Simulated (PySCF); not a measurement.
Vibration and rotation of BiSe

revPBE constants of BiSe, doublet, unpaired electrons π ↑, a mixture of terms (⟨Lz²⟩ = 1.8) (basis Bi x2c-TZVPPall, Se x2c-TZVPPall; spin-free X2C with a Gaussian nucleus; PySCF 2.14; masses 208.9804 and 79.9165 u):

| Quantity | Value |
| --- | --- |
| ωe | 278.0 cm⁻¹ |
| ωexe | 0.583 cm⁻¹ |
| Be | 0.048804 cm⁻¹ |
| αe | 0.000122 cm⁻¹ |
| De to Bi + Se | 3.14 eV |

What force constant and bond length do these constants imply?

Reduced mass μred = 57.809 u; k = 5.8918×10⁻⁷·μred·ωe² (u, cm⁻¹, mdyn/Å) = 2.63 mdyn/Å; Re = √(16.8576/(μred·Be)) (u, cm⁻¹, Å) = 2.444 Å.

Estimate the centrifugal constant D from the Kratzer relation and find the Dunham coefficient a1.

D = 4Be³/ωe² = 6.02e-09 cm⁻¹; a1 = −1 − αeωe/(6Be²) = -3.37.

Spin–orbit coupling is left out, which matters for elements this heavy, above all for dissociation energies. The state is the lowest determinant that a PBE0 search found; another state may lie lower at other levels.
